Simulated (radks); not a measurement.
The numbers below are computed, except where a source is named.
Problem. The technetium ion Tc9+ is in [Ar] 3d10 4s2 4p4. Level of theory: scalar-relativistic Kohn-Sham, PBEsol, spin-polarised, spherical densities, finite nucleus; Fermi nuclear charge, rms radius of each element as measured or else 0.836 A^(1/3) + 0.57 fm (a radial shooting solver on a logarithmic mesh with Libxc functionals). Open shells are filled with parallel spins first. One electron is removed from 4p, 4s, 3p, 3d in turn, with full relaxation. Which removal costs least, and what does each cost?

Solution. 4p 191.18 eV; 4s 222.92 eV; 3d 429.37 eV; 3p 593.74 eV. The 4p electron leaves first.
